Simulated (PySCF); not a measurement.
Tm²⁺: fine-structure interval

Tm²⁺ [Xe] 4f13 [4f5/2^6 4f7/2^7, M_J = 7/2] → Tm²⁺ [Xe] 4f13 [4f5/2^5 4f7/2^8, M_J = 5/2], as a difference of total energies. Calculation: PySCF 2.14, in x2c-SVPall-2c; the two-component X2C-1e Hamiltonian. Correlated levels: [Ar] 3d10 frozen; the 16 highest virtual spinors dropped. "Screened" scales the spin-orbit matrix elements by Boettger's factors to mimic the two-electron term; Breit and QED terms are absent.

```tsv
method	fine-structure interval (cm⁻¹)
GHF (screened spin-orbit)	9664.8
GMP2 (screened spin-orbit)	9456.9
GHF (bare spin-orbit)	16314
```
